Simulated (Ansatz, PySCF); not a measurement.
Si(H)(Br)(Me)(vinyl) (C3H7BrSi), SMILES C=C[SiH](Br)C. Atoms are numbered in the order given.

```xyz
12

Si     0.1869    -0.4869    -0.8496
C      1.5400    -1.7446    -0.5669
Br     0.4006     1.1545     0.6631
C     -1.5085    -1.2445    -0.6795
C     -2.4412    -0.8757     0.2042
H      0.3428     0.1478    -2.1916
H      1.4563    -2.5605    -1.3030
H      2.5330    -1.2830    -0.6724
H      1.4588    -2.1765     0.4418
H     -1.7438    -2.0681    -1.3695
H     -2.2648    -0.0602     0.9146
H     -3.4176    -1.3697     0.2557
```

The structure is a stationary point at PBE0-D3(BJ)/def2-SVP. Other conformers were not sampled.

Two levels are set side by side: PBE-D3(BJ)/def2-SVP (Ansatz, a first-principles code) and PBE0-D3(BJ)/def2-SVP (Ansatz). Each level has its own optimised geometry; the coordinates shown are those of the second. Frequencies come from the Hessian of PySCF at each geometry. Differences are taken from unrounded values.

```
quantity                            PBE0-D3(BJ)  PBE-D3(BJ)  PBE-D3(BJ) minus PBE0-D3(BJ)
----------------------------------  -----------  ----------  ----------------------------
mean bond length (Å)                      1.400       1.410                         0.010
bond Si1–C2 (Å)                           1.869       1.881                         0.012
bond Si1–Br3 (Å)                          2.242       2.258                         0.016
bond Si1–C4 (Å)                           1.865       1.874                         0.010
bond C4–C5 (Å)                            1.337       1.347                         0.010
bond Si1–H6 (Å)                           1.493       1.504                         0.012
bond C2–H7 (Å)                            1.102       1.110                         0.008
bond C2–H8 (Å)                            1.100       1.108                         0.008
bond C2–H9 (Å)                            1.100       1.108                         0.008
bond C4–H10 (Å)                           1.100       1.108                         0.008
bond C5–H11 (Å)                           1.096       1.104                         0.008
bond C5–H12 (Å)                           1.095       1.104                         0.008
highest harmonic wavenumber (cm⁻¹)         3243        3147                           -96
mean harmonic wavenumber (cm⁻¹)            1310        1268                           -42
zero-point energy (kcal/mol)              56.18       54.37                         -1.82
```

Exact exchange shortens and stiffens bonds; PBE has none. Differences between two approximate levels are no errors against the true value.
